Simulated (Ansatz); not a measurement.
`N/C(Cl)=N/[SiH3]` + `C=C[SiH](C)O` → `C=C[SiH](C)O[SiH3]` + `N=C(N)Cl`  (ligand exchange at the Si–N bond)

Isolated molecules relaxed with PBE0-D4/def2-TZVP in Ansatz; ΔE leaves out vibrations. CCSD(T)/CBS adds triple-zeta CCSD(T) − MP2 to the extrapolated MP2 energy (def2 sets, frozen cores). Functionals use def2-TZVPP. HSE06 is defined as in plane-wave codes. Each species was taken in one conformer, which may not be the lowest.

Is it downhill or uphill in electronic energy at CCSD(T)/CBS, and by how much? (An estimate is asked.)

The calculation gave: Downhill: ΔE = -13.5 kcal/mol.

What do these levels give: PBE-D4, r2SCANh-D4, HSE06-D4, BHLYP-D4, PBE, MP2/def2-TZVPP? (Estimate.)

Ansatz gave: PBE-D4 -10.7, r2SCANh-D4 -12.4, HSE06-D4 -11.8, BHLYP-D4 -14.6, PBE -10.5, MP2/def2-TZVPP -12.4 kcal/mol.

Largest T1 diagnostic among the species: 0.013.

Leaving LDA and LC-ωPBE aside and taking each functional with its dispersion term where it has one, the values, not all of them listed here, spread over 4.0 kcal/mol, from BHLYP-D4 to revPBE-D4. In def2-TZVPP, CCSD(T) changes the Hartree–Fock value by +2.9 kcal/mol (the triples alone add +0.8 kcal/mol) and MP2 by +4.0 kcal/mol.
